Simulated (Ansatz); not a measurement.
Reaction (redistribution): `C[Si](F)(F)[SiH3]` + `C[O][AlH2]` → `C[Si](F)(F)[O][AlH2]` + `C[SiH3]`

Calculated with Ansatz (gas phase, PBE0-D4/def2-TZVP geometries, no zero-point term in ΔE). CBS: MP2 limit from def2 TZ/QZ plus the TZ coupled-cluster correction, frozen cores. This one scheme is used for every species. DFT in def2-TZVPP. Each species was taken in one conformer, which may not be the lowest.

```tsv
level	ΔE (kJ/mol)
r2SCAN-D4	-256.6
ωB97M-V	-262.6
CCSD/def2-TZVPP	-265.7
MP2/def2-QZVPP	-276.1
```

Problem. What does CCSD(T)/CBS give? (An estimate is asked.)

Solution. Computed: -263.9 kJ/mol. The listed levels differ from it by 7.3, 1.3, -1.8, -12.2 kJ/mol.

Largest T1 diagnostic among the species: 0.012.

In def2-TZVPP, CCSD(T) changes the Hartree–Fock value by +15.4 kJ/mol (the triples alone add +3.4 kJ/mol) and MP2 by +3.3 kJ/mol. From PBE to PBE0 (25 % exact exchange), in def2-TZVPP and without D4, ΔE moves by −15.8 kJ/mol.
